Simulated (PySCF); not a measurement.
## Electron correlation in Gd (gadolinium, neutral)

[Xe] 4f8 6s2, high-spin 7F determinant (an excited configuration). All numbers are calculated (PySCF 2.14, the spin-free X2C one-electron Hamiltonian (Gaussian nucleus), in ANO-R2 (8s6p5d3f1g, 81 functions)). Frozen: [Kr] 4d10; 18 electrons correlated.

MP2 pair energies summed by pair of shells (mhartree):

| pair | energy | share (%) |
| --- | --- | --- |
| 4f-4f | -185.04 | 30.0 |
| 4f-5p | -183.51 | 29.7 |
| 5p-5p | -118.06 | 19.1 |
| 4f-5s | -34.11 | 5.5 |
| 5s-5p | -31.81 | 5.2 |
| 5p-6s | -29.26 | 4.7 |
| 6s-6s | -14.96 | 2.4 |
| 4f-6s | -13.26 | 2.1 |
| 5s-5s | -5.96 | 1.0 |
| 5s-6s | -1.41 | 0.2 |

Total MP2 correlation energy: -617.39 mhartree.

Same-spin part -272.78 and opposite-spin part -344.60 mhartree; SCS-MP2 scales them by 1/3 and 6/5 to -504.45 mhartree.
